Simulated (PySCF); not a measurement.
Several molecules and their computed UV-vis stick spectra, shuffled. Theory: TDDFT PBE0/def2-SVPD, vertical, gas phase, core orbitals frozen in the response in PySCF 2.14.0, density-fitted response routines. Geometries: PBE0-D3(BJ)/def2-SVP; one conformer of each isolated species. Triplets are in the Tamm–Dancoff approximation. Relativistic effects are left out although some hold elements past zinc. Ions are computed without counter-ions or solvent.

A. `O=C([O-])c1cn[se]n1`
B. `O=C1CCCC[C@H]1F`
C. `Fc1ncccn1`

Lowest singlet levels (six at most, fewer where fewer were computed) with oscillator strengths:

1. 280 nm (f 0.005); 239 nm (f 0.000); 218 nm (f 0.070); 196 nm (f 0.000); 183 nm (f 0.060); 177 nm (f 0.003); T1 3.90 eV
2. 299 nm (f 0.000); 180 nm (f 0.004); 174 nm (f 0.021); 172 nm (f 0.009); 166 nm (f 0.031); 165 nm (f 0.004)
3. 402 nm (f 0.000); 390 nm (f 0.000); 331 nm (f 0.008); 307 nm (f 0.011); 297 nm (f 0.007); 276 nm (f 0.000)

Question: Match each spectrum to its molecule.

Answer: 1 = C, 2 = B, 3 = A.
- A: S1 at 3.08 eV, HOMO→LUMO (60%), HOMO-1→LUMO (39%); Löwdin shares by element: HOMO oxygen 81%, carbon 15% or more; LUMO nitrogen 46%, selenium 18%, carbon 14% or more (atoms not listed hold the other 21%); HOMO -2.40 and LUMO 1.89 eV.
- B: S1 at 4.14 eV, HOMO→LUMO (98%); S1 has the pattern of n→π* at C=O; HOMO -7.34 and LUMO -0.95 eV.
- C: S1 at 4.43 eV, HOMO→LUMO (100%); Löwdin shares by element: HOMO nitrogen 69%, carbon 14% or more (atoms not listed hold the other 18%); LUMO carbon 45% or more, nitrogen 36% (atoms not listed hold the other 19%); HOMO -7.94 and LUMO -1.74 eV; point group C2v, 2 of its 6 listed states under f = 0.0005.
